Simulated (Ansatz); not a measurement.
`[SiH3]OBS`, charge 0, multiplicity 1.

Problem. Give a relaxed structure at PBE0-D4/def2-TZVP (the Gaussian-basis code of Ansatz). (Estimate.)

Solution. The calculation gave: 
```xyz
9

Si    0.667    0.992    0.710
O     0.360   -0.611    0.498
B    -0.344   -1.464   -0.273
S    -1.433   -0.999   -1.638
H     2.107    1.224    0.447
H    -0.146    1.825   -0.216
H     0.331    1.338    2.110
H    -0.267   -2.640   -0.066
H    -1.275    0.335   -1.571
```
Point group Cs.
This is one stationary point; other conformers may exist.
